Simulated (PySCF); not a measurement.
# How the method moves the HOMO and LUMO of `O=C1COC[SiH2]1`

C3H6O2Si.
Structure used (PBE0-D3(BJ)/def2-SVP), in Å, numbered top down from 1:
```xyz
12
C3H6O2Si angstrom
O     -0.654   -2.410   -0.405
C     -0.377   -1.272   -0.135
C     -1.398   -0.131   -0.090
O     -0.835    0.987    0.532
C      0.468    1.272    0.038
Si     1.336   -0.412    0.229
H     -1.713    0.082   -1.135
H     -2.290   -0.440    0.476
H      0.877    2.093    0.642
H      0.435    1.613   -1.018
H      1.805   -0.644    1.625
H      2.388   -0.766   -0.765
```

Basis pcSseg-1 throughout (PySCF), one geometry. Isolated species at its PBE0-D3(BJ)/def2-SVP geometry (one conformer only).

Task: How do the orbital energies, the gap and the dipole change with the method?

Result: 
| method | kind | HOMO (eV) | LUMO (eV) | gap (eV) | μ (D) | SCF cycles |
| --- | --- | --- | --- | --- | --- | --- |
| BLYP | GGA | -5.09 | -2.35 | 2.74 | 2.15 | 16 |
| OPBE | GGA | -5.17 | -2.43 | 2.74 | 2.09 | 16 |
| PBE | GGA | -5.21 | -2.52 | 2.69 | 2.12 | 16 |
| B97-D | GGA | -5.22 | -2.41 | 2.80 | 2.19 | 15 |
| BP86 | GGA | -5.33 | -2.61 | 2.72 | 2.16 | 15 |
| KT3 | GGA | -5.34 | -2.44 | 2.90 | 2.12 | 16 |
| KT2 | GGA | -5.36 | -2.48 | 2.89 | 2.14 | 16 |
| LDA | LDA | -5.37 | -2.75 | 2.62 | 2.20 | 15 |
| B97-2 | global hybrid | -6.34 | -1.50 | 4.84 | 2.34 | 15 |
| B3LYP | global hybrid | -6.37 | -1.65 | 4.72 | 2.33 | 15 |
| PBE0 | global hybrid | -6.60 | -1.43 | 5.16 | 2.34 | 14 |
| mPW1PW91 | global hybrid | -6.64 | -1.45 | 5.19 | 2.37 | 14 |
| BHandHLYP | global hybrid | -7.92 | -0.20 | 7.72 | 2.58 | 13 |
| CAM-B3LYP | range-separated hybrid | -7.94 | -0.17 | 7.76 | 2.44 | 14 |
| wB97X-D | range-separated hybrid | -8.45 | 0.43 | 8.87 | 2.45 | 14 |
| LC-wPBE | range-separated hybrid | -9.20 | 1.01 | 10.21 | 2.47 | 14 |
| HF | Hartree–Fock | -9.98 | 2.66 | 12.64 | 2.90 | 13 |

The HOMO spans 4.89 eV, from BLYP down to HF, and the gap runs from 2.62 eV (LDA) to 12.64 eV (HF). Over the methods BLYP (0 %), OPBE (0 %), PBE (0 %), B97-D (0 %), BP86 (0 %), KT3 (0 %), KT2 (0 %), LDA (0 %), B97-2 (21 %), B3LYP (20 %), PBE0 (25 %), mPW1PW91 (25 %), BHandHLYP (50 %), HF (100 %), a straight line through the gap against the share of exact exchange rises by 0.99 eV for each 10 % (correlation coefficient 1.000). The dipole ranges from 2.09 D (OPBE) to 2.90 D (HF). This basis has no diffuse functions.
